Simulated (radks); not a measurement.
Values are calculated unless marked as measured or tabulated.
Species: W54+. Configuration: [Ar] 3d2.

Code: a radial shooting solver on a logarithmic mesh with Libxc functionals. Model: scalar-relativistic Kohn-Sham, PBE, spin-unpolarised, spherical densities, point nucleus.

Energy parts (hartree):
| part | energy |
|---|---|
| total | -13320.8107 |
| kinetic | 14934.4408 |
| electron-nucleus | -29766.2172 |
| Hartree | 1698.9343 |
| exchange-correlation | -187.9686 |

Orbitals (lengths in bohr, moments of r in powers of bohr; <r^-3> diverges for s and p1/2):
orbital	occ.	eigenvalue (hartree)	<r^-3>	<1/r>
1s	2	-2690.994	-	87.13
2s	2	-574.4790	-	20.52
2p	6	-519.8269	20030	18.57
3s	2	-218.9288	-	8.093
3p	6	-202.6775	5196	7.520
3d	2	-187.0432	688.0	7.119
4s	0	-113.4223	-	4.193
4p	0	-106.9169	1974	3.962

The highest occupied level is 3d at -5089.7 eV. Summed over all electrons, <r^2> = 0.4381 bohr^2, which gives a Langevin (diamagnetic) susceptibility term of -0.347 x 10^-6 cm^3/mol. The density falls to 0.001 e/bohr^3 at r = 0.60 bohr. For comparison, the ionisation energy in NIST's Atomic Spectra Database is 5209 eV (semi-empirical). In exact Kohn-Sham theory the highest level is minus the ionisation energy, but local and semilocal functionals leave it too shallow, through self-interaction and a potential that decays too fast; potentials with the right tail come closer.

Beside tabulated values, note that spin-unpolarised runs miss the spin-polarisation part of the exchange energy of open shells.
